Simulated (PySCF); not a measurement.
F$_{7}$Re, singlet, geometry from GFN2-xTB (such geometries of metal compounds can be far from the true shape) (core potentials on Re). Base run: DF-B3LYP/def2-SVP (PySCF).

Input for PySCF:
```python
from pyscf import gto, scf, dft

mol = gto.Mole()
mol.atom = '''
    Re    0.00000000    0.00000000    0.00000000
    F     0.26548101    1.80612236   -0.29229660
    F     0.04380752   -0.28931968   -1.74793913
    F    -0.04380752    0.28931968    1.74793913
    F    -1.65749255    0.80027314   -0.17400229
    F     0.86031045   -1.61084100    0.28818856
    F    -1.28986775   -1.31152636    0.18475728
    F     1.82156884    0.31597187   -0.00664695
'''
mol.basis = 'def2-svp'
mol.ecp = {'Re': 'def2-svp'}
mol.verbose = 5
mol.build()

mf = dft.RKS(mol)
mf.xc = 'b3lyp'
mf = mf.density_fit(auxbasis='def2-universal-jkfit')
mf.kernel()
```

Each row names what was changed in the base input (with any setting that the change needs).

```
change              basis functions      E (Eh)  HOMO (eV)  HOMO-LUMO gap (eV)  core-seconds (rough)
------------------  ---------------  ----------  ---------  ------------------  --------------------
base                            130  -776.74684     -10.95                4.24                    10
basis = LANL2DZ                  85  -778.07417     -11.66                3.70                     9
basis = def2-SV(P)              123  -776.66290     -11.14                4.02                    10
basis = def2-SVPD               196  -776.79355     -11.12                4.24                    20
basis = def2-TZVP               257  -777.63735     -11.00                4.36                    20
```

Totals compare only among sets that treat the same electrons; sets with core potentials leave the core out.
